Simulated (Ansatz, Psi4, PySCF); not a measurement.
C6H15Sb, charge +1, doublet, geometry from GFN2-xTB (a state made from the parent by changing its charge; the spin is typed, not shown lowest) (all electrons, no relativity). Base run: BHANDHLYP/STO-3G (PySCF).

Input for PySCF:
```python
from pyscf import gto, scf, dft

mol = gto.Mole()
mol.atom = '''
    Sb    0.08394656   -0.14793732    0.64814379
    C     1.59514398    1.22062068   -0.26205425
    C     1.09436090    1.81229503   -1.55627652
    H     2.47857380    0.60013490   -0.40269509
    H     1.81305105    1.99087086    0.47439410
    H     0.22690550    2.45071787   -1.40370388
    H     0.85216715    1.04849737   -2.29211831
    H     1.88644369    2.43503123   -1.97387433
    C    -1.87830798    0.39127142   -0.26507210
    C    -2.49521305    1.63267689    0.33080458
    H    -2.51413874   -0.48137920   -0.12857834
    H    -1.64575793    0.51859281   -1.32109601
    H    -1.84265155    2.49887781    0.23489832
    H    -2.74097189    1.49145575    1.38166958
    H    -3.42233329    1.85503924   -0.19737196
    C     0.54686613   -2.16401247   -0.17812489
    C     0.68175491   -2.09857793   -1.68005361
    H    -0.27137656   -2.81115398    0.13166794
    H     1.46765724   -2.49353515    0.29910024
    H     1.50649204   -1.45949594   -1.98822787
    H    -0.23555524   -1.76068281   -2.15778284
    H     0.89259130   -3.10380955   -2.04695423
'''
mol.basis = 'sto-3g'
mol.charge = 1
mol.spin = 1
mol.verbose = 4
mol.build()

mf = dft.UKS(mol)
mf.xc = 'bhandhlyp'
mf.kernel()
```

The same geometry, method and basis name were run in Ansatz (a quantum-chemistry and plane-wave program) and Psi4 and PySCF, at each program's defaults and at the settings that a row names. The base is PySCF at its defaults. Differences at the defaults can come from grids, fitting, cores and function types together.

```tsv
code and settings	ΔE vs base (mEh)	basis functions	E (Eh)	SCF cycles
PySCF, defaults (exact integrals, its default grid, spherical functions)	0.000	72	-6488.14842	11
Ansatz, defaults (factorised integrals, its default grid, spherical functions)	0.015	72	-6488.14841	-
PySCF, fine grid	-0.001	72	-6488.14842	11
Psi4, exact integrals, spherical functions, fine grid	0.023	72	-6488.14840	13
Ansatz, high accuracy	0.000	72	-6488.14842	-
```

Open shells are given as the SCF converged; they aren't shown to be the lowest states, and a large step between rows can be another state.
